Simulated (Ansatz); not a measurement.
A run for Ansatz (an electronic-structure program): U-CCSD(T)/cc-pV(D+d)Z on C2H8O3Si (SMILES CC[Si](O)(O)O), a point of a bond scan (R = 3.255 Å). Files ending in .json are basis or fitting sets from the Basis Set Exchange.

Ansatz 0.2 input:
```yaml
crystal:
  periodic: [false, false, false]
  atoms:
    - {symbol: C, position_ang: [-3.53266527, -0.06448138, 1.06953134]}
    - {symbol: C, position_ang: [-2.26267849, -0.72539089, 1.62309108]}
    - {symbol: Si, position_ang: [0.43088891, -0.03629444, -0.06986989]}
    - {symbol: O, position_ang: [0.73104536, 1.57673213, -0.17645259]}
    - {symbol: O, position_ang: [1.64473428, -0.84463593, 0.70054269]}
    - {symbol: O, position_ang: [0.32139261, -0.45404150, -1.65631513]}
    - {symbol: H, position_ang: [-3.44273284, 1.02320052, 1.06378249]}
    - {symbol: H, position_ang: [-3.72485448, -0.37583574, 0.04131837]}
    - {symbol: H, position_ang: [-4.40987172, -0.32309700, 1.66564958]}
    - {symbol: H, position_ang: [-2.10033889, -0.42658937, 2.66393663]}
    - {symbol: H, position_ang: [-2.38108633, -1.81361376, 1.65076130]}
    - {symbol: H, position_ang: [0.85933828, 2.05601117, 0.64490708]}
    - {symbol: H, position_ang: [2.53245206, -0.75301895, 0.34330061]}
    - {symbol: H, position_ang: [0.20477095, -1.38469850, -1.85898189]}
basis:
  gaussian:
    orbitals: cc-pV_D+d_Z.json
correlation: {method: ccsd_t, electrons: outside_noble_gas}
scf: {omitted_lower_state_checks: [cluster_reference]}
magnetization: {spin_polarized: true, initial_magnetization: 0}
```

The head of its log:

```
WARN ansatz: RAYON_NUM_THREADS=4 ignored (pool sized by the plan → 4); use --threads N
Functional definition: HF
these checks for a lower state are left out or cut short: cluster_reference
integrals: 0.45 GiB planned
1249 factors; integrals over basis functions are off by at most 1.3e-3 eV
mean field: 1.13 GiB planned
mean field evaluation 1: about -16155.2937 eV, gradient 3.8e1 eV
mean field evaluation 2: about -16155.4133 eV, gradient 3.8e1 eV
mean field evaluation 4: about -16161.6664 eV, gradient 2.8e0 eV
mean field evaluation 8: about -16161.7630 eV, gradient 2.0e-1 eV
mean field evaluation 16: about -16162.0977 eV, gradient 2.2e0 eV
mean field evaluation 32: about -16163.0228 eV, gradient 2.8e-1 eV
mean field -16163.02426610 eV, -593.9801860879 hartree, gradient 1.5e-6 eV, S^2 0.842843; 3 other end points of the search recorded, 0 dependent functions left out
10 core orbitals not correlated
reference -16163.02426610 eV, -593.9801860879 hartree; 19, 19 occupied and 104, 104 virtual orbitals, 1249 factors
```

**Question.** What total energy does the run end on?

**Answer.** -594.9796 hartree (reference determinant -593.9802, T1 diagnostic 0.029). Its determinant has ⟨S²⟩ = 0.84, a mixture of spin states.
